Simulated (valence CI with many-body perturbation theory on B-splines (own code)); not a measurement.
## E1 transitions of Xe23+

Computed by valence CI with perturbative core correlation (CI+MBPT): three valence electrons over a frozen Dirac-Fock core [Ar] 3d10, radial functions for each j: 11 s, 11 p, 10 d, 8 f, 5 g, 2 h, with the one-electron correlation potential Σ1, the two-electron term Σ2, the three-electron term Σ3, Breit, model QED; selected CI, second order for the rest, scaled by the run's own slope (own B-spline code, finite nucleus).

No measured levels were compared; by estimate levels hold to about 250 cm⁻¹ or 0.2 % of their energy and the worst to 1 %, as in measured heavy ions of charge 2 to 7; those with d or f electrons hold less well.

Lines 101 to 150 of 575 in falling wavelength, among levels below 2780700 cm⁻¹, chosen from the strongest by gf and those to the six lowest levels. Wavelengths and rates use the calculated energies, so an error of 2000 cm⁻¹ moves a line at 170.2 Å by 0.34 % and its rate by three times that or more. Electric multipoles are in the length gauge, E1 and E2 with the static RPA response of the core. Weak lines are less certain than strong ones. Lines between different terms over intervals too small for the method are left out, as are lines whose strength nearly cancels. Where a level lies close to another of its J and parity, the split of strength between their lines is uncertain. The highest levels of a list are the least certain.

Names give the largest LS component (configuration and term), which can be under half, so a name can repeat, a term be missing and a line seem to break the LS rules; names also repeat where a configuration has a term twice. Letters in brackets count levels of one name in rising energy.

```csv
λ vac (Å),Upper,Lower,A (s⁻¹),S (a.u.) with core polarisation,S without
170.2,4s 4p 4d 2F°_5/2 [b],4s2 4d 2D_3/2,4.72e+10,6.90e-01,7.50e-01
170.1,4p3 4S°_3/2,4s 4p2 4P_5/2,1.60e+10,1.56e-01,1.69e-01
169.7,4p2 4f 4G°_7/2,4s 4p 4f 4G_7/2,1.74e+10,3.35e-01,3.64e-01
169.4,4p 4d2 4S°_3/2,4s 4d2 4P_1/2,2.46e+10,2.37e-01,2.57e-01
169.2,4p2 4f 2D°_5/2 [b],4s 4p 4f 4F_5/2,1.14e+10,1.63e-01,1.77e-01
169.2,4p2 4d 2D_5/2 [d],4s 4p 4d 2F°_7/2 [a],3.54e+10,5.08e-01,5.50e-01
168.7,4p 4d2 2F°_5/2 [b],4s 4d2 4F_5/2,1.18e+10,1.68e-01,1.82e-01
168.4,4p3 2D°_5/2,4s 4p2 4P_5/2,1.37e+10,1.94e-01,2.10e-01
167.9,4p2 4f 4G°_7/2,4s 4p 4f 4G_5/2,1.16e+10,2.17e-01,2.35e-01
167.8,4p2 4d 2D_3/2 [c],4s 4p 4d 2F°_5/2 [b],3.28e+10,3.06e-01,3.32e-01
167.8,4p3 2P°_1/2,4s 4p2 2D_3/2,6.23e+10,2.90e-01,3.15e-01
167.8,4p 4d2 4D°_3/2 [b],4s 4d2 4F_3/2,2.25e+10,2.10e-01,2.28e-01
167.6,4p2 4f 2D°_3/2 [b],4s 4p 4f 2F_5/2,1.96e+10,1.83e-01,1.98e-01
167.5,4p2 4f 2F°_5/2 [a],4s 4p 4f 2G_7/2 [a],2.27e+10,3.16e-01,3.42e-01
167.5,4p2 4d 2D_3/2 [a],4s 4p 4d 2F°_5/2 [a],3.97e+10,3.69e-01,3.99e-01
167.1,4p 4d2 4D°_1/2 [b],4s 4d2 4F_3/2,3.38e+10,1.56e-01,1.69e-01
167.1,4p 4d2 4D°_5/2 [c],4s 4d2 4F_7/2,1.19e+10,1.64e-01,1.78e-01
166.9,4p2 4d 2D_5/2 [c],4s 4p 4d 4D°_7/2,1.25e+10,1.73e-01,1.87e-01
166.5,4p 4d2 4D°_7/2 [c],4s 4d2 4F_7/2,1.61e+10,2.94e-01,3.19e-01
166.4,4p2 4d 4D_7/2,4s 4p 4d 4F°_9/2,1.55e+10,2.81e-01,3.05e-01
166.3,4p2 4f 4F°_5/2,4s 4p 4f 4G_5/2,2.22e+10,3.03e-01,3.28e-01
166.3,4p2 4d 2D_5/2 [e],4s 4p 4d 2F°_7/2 [b],2.21e+10,3.01e-01,3.26e-01
166.2,4p2 4f 4F°_9/2,4s 4p 4f 4G_11/2,1.55e+10,3.51e-01,3.81e-01
166.1,4p2 4d 2D_5/2 [a],4s 4p 4d 4D°_3/2,1.36e+10,1.85e-01,2.01e-01
166.1,4p2 4d 2D_5/2 [c],4s 4p 4d 4D°_5/2,1.69e+10,2.30e-01,2.49e-01
165.9,4p 4d2 2F°_5/2 [c],4s 4d2 2G_7/2,3.62e+10,4.89e-01,5.29e-01
165.7,4p2 4d 2P_3/2 [a],4s 4p 4d 4F°_3/2,3.10e+10,2.79e-01,3.02e-01
165.7,4s 4p 4d 4F°_3/2,4s 4p2 2D_3/2,4.96e+09,4.45e-02,4.81e-02
165.3,4p2 4f 2F°_5/2 [b],4s 4p 4f 4F_7/2,1.46e+10,1.95e-01,2.11e-01
165.0,4p 4d2 2G°_9/2,4s 4d2 2G_9/2,7.28e+09,1.61e-01,1.75e-01
165.0,4p2 4d 2D_5/2 [a],4s 4p 4d 4P°_5/2,1.69e+10,2.25e-01,2.43e-01
164.8,4p2 4d 4D_1/2,4s 4p 4d 4F°_3/2,5.12e+10,2.26e-01,2.46e-01
164.8,4p2 4d 4F_9/2,4s 4p 4d 4F°_9/2,2.42e+10,5.35e-01,5.81e-01
164.5,4s 4p 4d 2P°_1/2 [a],4s2 4d 2D_3/2,6.75e+10,2.96e-01,3.21e-01
164.2,4p2 4f 4F°_3/2,4s 4p 4f 4G_5/2,4.48e+10,3.92e-01,4.24e-01
164.0,4p3 2P°_3/2 [a],4s 4p2 4P_1/2,2.23e+10,1.94e-01,2.10e-01
163.9,4p2 4d 2G_7/2,4s 4p 4d 4F°_7/2,1.30e+10,2.26e-01,2.45e-01
162.5,4s 4p2 2P_1/2,4s2 4p 2P°_1/2,1.08e+11,4.56e-01,4.94e-01
162.5,4s 4p2 2S_1/2,4s2 4p 2P°_3/2,7.63e+10,3.23e-01,3.50e-01
162.0,4s 4p 4f 2F_7/2 [b],4s2 4f 2F°_7/2,3.34e+10,5.61e-01,6.08e-01
161.9,4s 4p 4d 2P°_3/2 [a],4s2 4d 2D_5/2,5.10e+10,4.27e-01,4.63e-01
161.7,4s 4p 4f 2D_3/2 [b],4s2 4f 2F°_5/2,9.79e+10,8.17e-01,8.85e-01
161.7,4s 4p 4d 2P°_3/2 [b],4s2 4d 2D_5/2,4.29e+10,3.58e-01,3.88e-01
161.7,4s 4p 4f 2D_5/2 [b],4s2 4f 2F°_7/2,4.13e+10,5.16e-01,5.58e-01
161.7,4s 4p 4f 2F_7/2 [b],4s2 4f 2F°_5/2,3.40e+10,5.67e-01,6.13e-01
161.3,4s 4p 4f 2D_5/2 [b],4s2 4f 2F°_5/2,1.78e+10,2.21e-01,2.40e-01
161.3,4s 4p 4f 2G_9/2 [b],4s2 4f 2F°_7/2,1.20e+11,2.48e+00,2.68e+00
161.2,4p 4d2 2F°_7/2 [c],4s 4d2 4F_9/2,9.01e+09,1.49e-01,1.62e-01
161.1,4p2 4f 2H°_9/2,4s 4p 4f 2G_7/2 [a],8.56e+09,1.77e-01,1.90e-01
161.0,4s 4p 4f 2D_5/2 [c],4s2 4f 2F°_7/2,5.30e+10,6.55e-01,7.09e-01
```
